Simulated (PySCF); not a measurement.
Compound: C6H11FNP.
SMILES with atom numbers: `[CH3:1][NH:2][P:3]1[CH2:4][CH2:5][C:6]([CH3:7])=[C:8]1[F:9]`

Cartesian coordinates in Å at the PBE0-D3(BJ)/def2-SVP level; atoms count from 1:
```xyz
20
C6H11FNP angstrom
C      3.2776   -0.2965    0.5956
N      1.9248    0.2083    0.5894
P      1.0976    0.4558   -0.8888
C     -0.1894    1.7227   -0.4299
C     -1.4298    1.0298    0.1515
C     -1.4207   -0.4059   -0.2930
C     -2.6092   -1.2853   -0.1082
C     -0.2501   -0.7966   -0.8220
F     -0.0249   -2.0506   -1.2321
H      3.8054    0.0753   -0.2958
H      3.3500   -1.4013    0.5837
H      3.8275    0.0682    1.4794
H      1.3699   -0.0898    1.3875
H     -0.4517    2.2450   -1.3637
H      0.2628    2.4656    0.2434
H     -1.4481    1.0746    1.2567
H     -2.3545    1.5352   -0.1769
H     -2.9142   -1.3158    0.9516
H     -2.4002   -2.3108   -0.4404
H     -3.4749   -0.9038   -0.6753
```

Definitions: NICS(0) = −σiso at the ring centroid; NICS(1) = −σiso and NICS(1)zz = −σzz at ±1 Å along the ring normal z. Level: GIAO PBE0/pcSseg-1 (PySCF, non-relativistic, gas phase) on the PBE0-D3(BJ)/def2-SVP geometry, one conformer.

Ring bond lengths (Å), with Mayer bond orders in brackets: P3–C4 1.863 (0.97), C4–C5 1.535 (1.00), C5–C6 1.503 (1.01), C6–C8 1.343 (1.72), C8–P3 1.841 (0.93).

Q: Give the NICS values of each ring in ppm.

A: 
| ring | type | NICS(0) | NICS(1), two faces | NICS(1)zz, two faces | rms pucker (Å) | centre to ring atoms, mean (Å) |
| --- | --- | --- | --- | --- | --- | --- |
| P3–C4–C5–C6–C8 | 5-membered ring with P; formal bonds 1 double, 4 single | -4.1 | -4.5 / -2.4 | -3.6 / -0.1 | 0.10 | 1.36 |

Q: What can be read from them?

A: 
- P3–C4–C5–C6–C8: mean NICS(1)zz -1.8 ppm, near zero. C4, C5 have four or more neighbours, and the NICS criterion for π rings isn't applied. The two faces differ by 3.5 ppm, so no symmetry operation interchanges them.

Q: Give the inner angles of the rings and the Hirshfeld charges of the ring atoms.

A: 
- P3–C4–C5–C6–C8: P3 87.0° (+0.172 e), C4 110.1° (-0.117 e), C5 108.3° (-0.070 e), C6 113.6° (-0.018 e), C8 117.0° (+0.001 e); sum 536.1° against 540° for a flat convex ring.

Q: How do the values depend on the level or the medium?

A: 
| level | NICS(0), P3–C4–C5–C6–C8 | mean NICS(1)zz, P3–C4–C5–C6–C8 |
| --- | --- | --- |
| PBE0/pcSseg-1, gas | -4.1 | -1.8 |
| PBE0/pcSseg-1, IEF-PCM acetone | -4.3 | -1.8 |
| PBE0/pcSseg-1, IEF-PCM chloroform | -4.2 | -1.8 |

The geometry is the same throughout; the continuum's cavity takes Bondi-type radii × 1.2.
